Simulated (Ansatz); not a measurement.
Computed with Ansatz on PBE0-D4/def2-TZVP structures; ΔE is electronic, products minus reactants. CBS: MP2 limit from def2 TZ/QZ plus the TZ coupled-cluster correction, frozen cores. This one scheme is used for every species. Functionals use def2-TZVPP. Each species was taken in one conformer, which may not be the lowest.

Consider the silylene formation by 1,1-elimination: `CC(C)C[Si](Cl)(Cl)CC(C)C` → `Cl[Si]Cl` + `CC(C)CCC(C)C`.

| species | RPA@PBE/def2-TZVPP energy (Eh) |
| --- | --- |
| `CC(C)C[Si](Cl)(Cl)CC(C)C` | -1524.73538 |
| `Cl[Si]Cl` | -1208.78826 |
| `CC(C)CCC(C)C` | -315.87911 |

Task: Work out ΔE.

Result: ΔE = (-1208.78826) + (-315.87911) − (-1524.73538) = 0.06801 Eh = +42.7 kcal/mol. CCSD(T)/CBS gives +48.1 kcal/mol.

Largest T1 diagnostic among the species: 0.013.

At CCSD(T), def2-SVP lies −4.8 kcal/mol from the extrapolated value and def2-TZVPP −0.9 kcal/mol. The D4 term adds +9.2 kcal/mol with B3LYP and +5.4 kcal/mol with PBE0; it sums over pairs of atoms, weighted by their polarisabilities, and B3LYP, whose exchange is more repulsive, gets the larger term. In def2-TZVPP, CCSD(T) changes the Hartree–Fock value by +7.2 kcal/mol (the triples alone add +1.1 kcal/mol) and MP2 by +12.4 kcal/mol.

B3LYP here is the variant with VWN-RPA as its local correlation; programs differ in this.
